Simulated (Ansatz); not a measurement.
Computed with Ansatz on PBE0-D4/def2-TZVP structures; ΔE is electronic, products minus reactants. CCSD(T)/CBS is the MP2 limit (def2-TZVPP, def2-QZVPP) plus CCSD(T) − MP2 in def2-TZVPP, frozen cores. This one scheme is used for every species. DFT in def2-TZVPP. For Ge outer-core shells are correlated without core-valence functions, which leaves a few kJ/mol of doubt a bond. Scalar relativity is left out up to krypton. Each species was taken in one conformer, which may not be the lowest.

Consider the ligand exchange at a Ge–C bond: `[CH3][Ge]([SH])([Cl])[Cl]` + CH₃OH → `C[O][Ge]([SH])([Cl])[Cl]` + CH₄.

```tsv
level	ΔE (kcal/mol)
ωB97M-V	-10.0
CCSD/def2-TZVPP	-10.1
```

(1) What does CCSD(T)/CBS give? (An estimate is asked.)

Largest T1 diagnostic among the species: 0.011.

## Answers

(1) Ansatz gave: -9.7 kcal/mol. The listed levels differ from it by -0.3, -0.4 kcal/mol.

The D4 term adds −0.9 kcal/mol with B3LYP and −0.5 kcal/mol with PBE0; it sums over pairs of atoms, weighted by their polarisabilities, and B3LYP, whose exchange is more repulsive, gets the larger term. Leaving LDA and LC-ωPBE aside and taking each functional with its dispersion term where it has one, the values, not all of them listed here, spread over 3.4 kcal/mol, from B97M-V to HSE06-D4.

B3LYP here is the variant with VWN-RPA as its local correlation; programs differ in this.
